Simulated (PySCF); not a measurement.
An unknown is described by computed data only.

Formula: C8H13F.

| Item | Value |
| --- | --- |
| 1H NMR | chemical shifts (computed TMS as zero) by class: 5.08 (1 H), 2.20 (1 H), 2.12 (1 H), 1.82 (1 H), 1.70 (1 H), 1.67 (1 H), 1.17 (1 H), 1.14 (1 H), 0.57 (1 H), 0.51 (1 H), 0.43 (1 H), 0.38 (1 H), 0.16 (1 H) ppm [GIAO PBE0/pcSseg-1] |
| NMR, other nuclei | isotropic shieldings of nuclei other than C and H, by class: 360 (1 F) ppm [GIAO PBE0/pcSseg-1] |
| 13C NMR | chemical shifts (computed TMS as zero) by class: 104.8 (1 C), 58.5 (1 C), 39.1 (1 C), 37.6 (1 C), 29.1 (1 C), 19.2 (1 C), 7.5 (1 C), 5.5 (1 C) ppm [GIAO PBE0/pcSseg-1] |
| Rotational structure | rotational constants A, B, C: 2.723, 1.176, 0.923 GHz [GFN2-xTB] |
| Dipole | 1.79 D [PBE0/pcSseg-1] |

Gas-phase values; electronic properties from PySCF, density fitting. Levels stand in brackets. The structure is a single GFN2-xTB conformer in the gas phase; no vibrational or solvent corrections. NMR values are class means; diastereotopic atoms form classes of their own.

Q: Give a SMILES that accounts for the data.

A: Numbering: `[F:1][C@@H:2]1[CH2:3][CH2:4][CH2:5][C@H:6]1[CH:7]1[CH2:8][CH2:9]1`. Its formula, C8H13F, gives 2 degrees of unsaturation: 2 rings and 0 π bonds in the structure found. 8 carbons fall into 8 classes; from least to most shielded: sp3 C–F carbon [C2] (104.8 ppm), sp3 CH carbon [C6] (58.5 ppm), ring CH2 carbon [C3] (39.1 ppm), ring CH2 carbon [C5] (37.6 ppm), ring CH2 carbon [C4] (29.1 ppm), three-membered-ring carbon [C7] (19.2 ppm), three-membered-ring carbon [C9] (7.5 ppm), three-membered-ring carbon [C8] (5.5 ppm). Hydrogen classes from least to most shielded: 1 H on an sp3 C–F carbon, C2 (5.08 ppm), 1 H on a ring CH2 carbon, C5 (2.20 ppm), 1 H on a ring CH2 carbon, C3 (2.12 ppm), 1 H on a ring CH2 carbon, C4 (1.82 ppm), 1 H on a ring CH2 carbon, C4 (1.70 ppm), 1 H on a ring CH2 carbon, C3 (1.67 ppm), 1 H on a ring CH2 carbon, C5 (1.17 ppm), 1 H on an sp3 CH carbon, C6 (1.14 ppm), 1 H on a three-membered-ring carbon, C9 (0.57 ppm), 1 H on a three-membered-ring carbon, C8 (0.51 ppm), 1 H on a three-membered-ring carbon, C8 (0.43 ppm), 1 H on a three-membered-ring carbon, C7 (0.38 ppm); 1 more class is left out. The other shieldings belong to: 360 ppm, alkyl fluorine [F1]. The optimised geometry has point group C1 and is an asymmetric top. Structure: `F[C@@H]1CCC[C@H]1C1CC1`. Computed isomers that give other values at the same levels: `FC12CCC(CC1)CC2` (13C chemical shifts (computed TMS as zero) by class: 94.3 (1 C), 34.4 (3 C), 30.1 (3 C), 27.4 (1 C) ppm); `FC1CCC2(CC1)CC2` (13C chemical shifts (computed TMS as zero) by class: 95.8 (1 C), 36.6 (2 C), 36.2 (2 C), 20.4 (1 C), 14.7 (1 C), 14.0 (1 C) ppm); `C=C(CC)C(=C)CCF` (13C chemical shifts (computed TMS as zero) by class: 159.3 (1 C), 152.0 (1 C), 120.2 (1 C), 117.1 (1 C), 86.8 (1 C), 44.4 (1 C), 36.3 (1 C), 16.5 (1 C) ppm). The assignments are read from this structure; whether some other isomer fits the data as well wasn't checked. The mirror image fits equally.
